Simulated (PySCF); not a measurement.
Two-component Hartree-Fock for Pb (lead, neutral)

Start: [Xe] 4f14 5d10 6s2 6p2; 6p1/2 filled at m_j = -1/2, +1/2. Calculated with PySCF 2.14 in x2c-TZVPall-2c: generalised Hartree-Fock with the X2C-1e Hamiltonian and a Gaussian nucleus; one run each with spin-orbit coupling (SO) switched off, then screened by Boettger's factors.

| spinor shell | electrons | ε, spin-free (eV) | ε, screened SO (eV) | weight of nominal j (screened SO) | rms radius, screened SO (bohr) |
| --- | --- | --- | --- | --- | --- |
| 1s1/2 | 2 | -88509.5 | -88469.9 | 1.000 | 0.0181 |
| 2s1/2 | 2 | -15990.7 | -15977.6 | 1.000 | 0.0730 |
| 2p1/2 | 2 | -13736.0 | -15319.8 | 1.000 | 0.0617 |
| 2p3/2 | 4 | -13736.0 | -13125.3 | 1.000 | 0.0700 |
| 3s1/2 | 2 | -3911.8 | -3906.9 | 1.000 | 0.186 |
| 3p1/2 | 2 | -3255.5 | -3611.0 | 1.000 | 0.178 |
| 3p3/2 | 4 | -3255.5 | -3114.5 | 1.000 | 0.195 |
| 3d3/2 | 4 | -2572.9 | -2633.4 | 1.000 | 0.170 |
| 3d5/2 | 6 | -2572.9 | -2528.2 | 1.000 | 0.175 |
| 4s1/2 | 2 | -925.07 | -922.98 | 1.000 | 0.408 |
| 4p1/2 | 2 | -706.32 | -793.79 | 1.000 | 0.412 |
| 4p3/2 | 4 | -706.32 | -670.49 | 1.000 | 0.446 |
| 4d3/2 | 4 | -446.96 | -459.78 | 1.000 | 0.455 |
| 4d5/2 | 6 | -446.96 | -436.12 | 1.000 | 0.466 |
| 5s1/2 | 2 | -167.17 | -166.08 | 1.000 | 0.915 |
| 4f5/2 | 6 | -159.12 | -160.58 | 1.000 | 0.493 |
| 4f7/2 | 8 | -159.12 | -155.59 | 1.000 | 0.495 |
| 5p1/2 | 2 | -104.12 | -119.87 | 1.000 | 0.983 |
| 5p3/2 | 4 | -104.12 | -96.686 | 1.000 | 1.08 |
| 5d3/2 | 4 | -29.292 | -30.253 | 1.000 | 1.37 |
| 5d5/2 | 6 | -29.292 | -27.186 | 1.000 | 1.41 |
| 6s1/2 | 2 | -15.344 | -14.885 | 1.000 | 2.57 |
| 6p1/2 | 2 | -6.877 | -6.905 | 1.000 | 3.36 |

| quantity | spin-free | screened SO |
| --- | --- | --- |
| E (hartree) | -20865.58671 | -20903.51874 |
| M_J | 0 | 0 |
| ⟨J²⟩ | 2.011 | 0.000 |
| ⟨L²⟩ | 2.005 | 1.515 |
| ⟨S²⟩ | 2.006 | 1.515 |

Breit and QED terms are absent; they matter most for the inner s and p1/2 levels.

Densities and radii are taken from the X2C orbitals without a picture-change correction, which distorts them close to the nucleus.

Without spin-orbit coupling the j labels of p, d and f shells carry no meaning; the spin-free column gives the mean over the occupied spinors of each nl shell.
